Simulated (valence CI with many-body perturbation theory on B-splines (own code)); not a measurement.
## Level structure of Re44+

Level of theory: configuration interaction combined with many-body perturbation theory (CI+MBPT): three valence electrons over a frozen Dirac-Fock core [Ar] 3d10, radial functions for each j: 11 s, 11 p, 10 d, 8 f, 5 g, 2 h, with the one-electron correlation potential Σ1, the two-electron term Σ2, the three-electron term Σ3, Breit, model QED; selected CI, second order for the rest, scaled by the run's own slope (own B-spline code, finite nucleus).

The last digits are not significant, and no measured levels were compared; by estimate large intervals hold to a few tenths of a per cent, small ones and those within an open d or f shell to about a per cent.

Levels 136 to 180 of 187, with energies above the lowest level, (4s^2 4p1/2) J=1/2. "Leading %" is the weight of the configuration and term that name the level; weights of strongly mixed levels are sums over their largest components and can fall short. In the jj column 3d3/2^4 stands for four electrons in 3d with j = 3/2. Lifetimes count E1, E2, E3, M1 and M2 decay at the calculated energies, and are blank where another channel may lead or the interval is too uncertain; long ones can be off by a factor of two.

| No. | Configuration | Term | J | E (× 10³ cm⁻¹) | Leading % | g | Lifetime | Leading jj |
| --- | --- | --- | --- | --- | --- | --- | --- | --- |
| 136 | 4p²4f | ²P° | 1/2 | 6231.3 | 57 | 0.401 | 1.39 ps | 4p1/2 4p3/2 4f5/2 (95 %) |
| 137 | 4p²4f | ²F° | 7/2 | 6235.6 | 28 | 1.199 | 1.00e+03 fs | 4p1/2 4p3/2 4f5/2 (32 %) |
| 138 | 4p²4f | ²P° | 3/2 | 6238.8 | 29 | 1.306 | 1.51 ps | 4p1/2 4d5/2^2 (43 %) |
| 139 | 4p²4f | ²D° | 5/2 | 6246.2 | 27 | 1.141 | 1.59 ps | 4p1/2 4d5/2^2 (46 %) |
| 140 | 4p²4f | ²F° | 5/2 | 6330.9 | 37 | 0.958 | 1.38 ps | 4p1/2 4p3/2 4f7/2 (56 %) |
| 141 | 4p²4f | ²G° | 9/2 | 6331.2 | 31 | 1.032 | 1.27 ps | 4p1/2 4d5/2^2 (34 %) |
| 142 | 4p²4f | ²P° | 3/2 | 6340.3 | 24 | 1.090 | 1.25 ps | 4p1/2 4p3/2 4f7/2 (54 %) |
| 143 | 4p4d² | ²P° | 1/2 | 6354.1 | 72 | 0.662 | 1.47 ps | 4p1/2 4d5/2^2 (94 %) |
| 144 | 4p4d² | ²F° | 7/2 | 6362.1 | 19 | 1.083 | 841 fs | 4p1/2 4d5/2^2 (30 %) |
| 145 | 4s4d4f | ⁴H° | 7/2 | 6551.2 | 84 | 0.703 | 1.09 ps | 4s 4d3/2 4f5/2 (98 %) |
| 146 | 4s4d4f | ⁴H° | 9/2 | 6583.3 | 61 | 0.992 | 1.03 ps | 4s 4d3/2 4f5/2 (83 %) |
| 147 | 4s4d4f | ⁴F° | 5/2 | 6588.2 | 40 | 1.010 | 776 fs | 4s 4d3/2 4f5/2 (82 %) |
| 148 | 4s4d4f | ⁴F° | 3/2 | 6589.0 | 69 | 0.556 | 784 fs | 4s 4d3/2 4f5/2 (89 %) |
| 149 | 4s4d4f | ²G° | 7/2 | 6607.1 | 33 | 0.967 | 748 fs | 4s 4d3/2 4f5/2 (53 %) |
| 150 | 4s4d4f | ⁴F° | 7/2 | 6633.2 | 47 | 1.106 | 900 fs | 4s 4d3/2 4f7/2 (87 %) |
| 151 | 4s4d4f | ⁴F° | 9/2 | 6638.1 | 30 | 1.159 | 941 fs | 4s 4d3/2 4f7/2 (86 %) |
| 152 | 4s4d4f | ⁴H° | 11/2 | 6657.4 | 77 | 1.137 | 1.23 ps | 4s 4d3/2 4f7/2 (74 %) |
| 153 | 4s4d4f | ⁴G° | 5/2 | 6659.1 | 68 | 0.719 | 641 fs | 4s 4d3/2 4f5/2 (91 %) |
| 154 | 4s4d4f | ⁴F° | 5/2 | 6665.7 | 31 | 1.167 | 827 fs | 4s 4d3/2 4f7/2 (81 %) |
| 155 | 4s4d4f | ²P° | 3/2 | 6673.5 | 23 | 1.200 | 755 fs | 4s 4d3/2 4f5/2 (72 %) |
| 156 | 4s4d4f | ⁴D° | 7/2 | 6686.0 | 25 | 1.148 | 778 fs | 4s 4d3/2 4f7/2 (68 %) |
| 157 | 4s4d4f | ²H° | 9/2 | 6686.2 | 46 | 1.018 | 1.11 ps | 4s 4d3/2 4f7/2 (67 %) |
| 158 | 4s4d4f | ⁴D° | 1/2 | 6699.7 | 53 | 0.426 | 671 fs | 4s 4d3/2 4f5/2 (73 %) |
| 159 | 4s4d4f | ⁴P° | 5/2 | 6703.8 | 37 | 1.251 | 736 fs | 4s 4d3/2 4f7/2 (77 %) |
| 160 | 4s4d4f | ²D° | 3/2 | 6718.2 | 21 | 1.092 | 638 fs | 4s 4d3/2 4f7/2 (64 %) |
| 161 | 4p4d² | ⁴F° | 3/2 | 6729.7 | 23 | 0.901 | 449 fs | 4p3/2 4d3/2^2 (75 %) |
| 162 | 4s4d4f | ²G° | 9/2 | 6751.8 | 27 | 1.101 | 1.42 ps | 4s 4d5/2 4f5/2 (61 %) |
| 163 | 4p4d² | ⁴D° | 1/2 | 6767.9 | 62 | 0.230 | 410 fs | 4p3/2 4d3/2^2 (78 %) |
| 164 | 4s4d4f | ²D° | 5/2 | 6772.7 | 25 | 1.089 | 722 fs | 4s 4d5/2 4f5/2 (39 %) |
| 165 | 4s4d4f | ⁴G° | 7/2 | 6774.8 | 36 | 1.102 | 1.04 ps | 4s 4d5/2 4f5/2 (66 %) |
| 166 | 4s4d4f | ⁴H° | 13/2 | 6775.2 | 100 | 1.227 | 2.97 ps | 4s 4d5/2 4f7/2 (100 %) |
| 167 | 4s4d4f | ⁴G° | 11/2 | 6776.2 | 32 | 1.183 | 1.76 ps | 4s 4d5/2 4f5/2 (45 %) |
| 168 | 4s4d4f | ²G° | 7/2 | 6788.4 | 21 | 1.078 | 1.11 ps | 4s 4d5/2 4f5/2 (54 %) |
| 169 | 4s4d4f | ²F° | 5/2 | 6793.9 | 21 | 1.056 | 730 fs | 4s 4d5/2 4f5/2 (32 %) |
| 170 | 4s4d4f | ⁴F° | 9/2 | 6804.6 | 57 | 1.238 | 1.64 ps | 4s 4d5/2 4f7/2 (90 %) |
| 171 | 4s4d4f | ⁴D° | 3/2 | 6817.3 | 36 | 1.035 | 904 fs | 4s 4d5/2 4f5/2 (63 %) |
| 172 | 4s4d4f | ²H° | 11/2 | 6818.4 | 48 | 1.145 | 2.66 ps | 4s 4d5/2 4f7/2 (72 %) |
| 173 | 4s4d4f | ²F° | 7/2 | 6823.2 | 19 | 1.141 | 1.06 ps | 4s 4d5/2 4f7/2 (54 %) |
| 174 | 4s4d4f | ⁴P° | 3/2 | 6825.6 | 30 | 1.268 | 1.21 ps | 4s 4d5/2 4f5/2 (60 %) |
| 175 | 4s4d4f | ⁴D° | 5/2 | 6828.1 | 23 | 1.123 | 884 fs | 4s 4d5/2 4f5/2 (57 %) |
| 176 | 4s4d4f | ⁴P° | 1/2 | 6829.4 | 67 | 2.138 | 1.25 ps | 4s 4d5/2 4f5/2 (80 %) |
| 177 | 4p4d² | ⁴F° | 7/2 | 6842.7 | 30 | 1.154 | 600 fs | 4p3/2 4d3/2 4d5/2 (35 %) |
| 178 | 4s4d4f | ²P° | 1/2 | 6862.4 | 51 | 0.757 | 1.28 ps | 4s 4d5/2 4f5/2 (62 %) |
| 179 | 4s4d4f | ²D° | 3/2 | 6863.9 | 25 | 1.308 | 506 fs | 4p3/2 4d3/2^2 (36 %) |
| 180 | 4s4d4f | ²D° | 5/2 | 6864.0 | 35 | 1.308 | 1.58 ps | 4s 4d5/2 4f7/2 (62 %) |

Where two levels of one J and parity lie close, their mixing, g and order are uncertain.
